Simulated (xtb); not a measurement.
GaI2, charge +1, singlet, geometry from GFN2-xTB (such geometries of metal compounds can be far from the true shape).

Input for xtb:
```
$ xtb mol.xyz --gfn 2 --chrg 1 --opt --json

# file mol.xyz
3

Ga     0.00000000     0.00000000     0.00000000
I      0.00000000     0.00000000     2.50445284
I     -0.00000000    -0.00000000    -2.50445284
```

### Question
Estimate the total energy at the end of the optimisation that GFN2-xTB (xtb 6.7.1) returns for this input.

### Answer
-8.4502 Eh

### Question
Predict the HOMO-LUMO gap from GFN2-xTB.

### Answer
2.28 eV
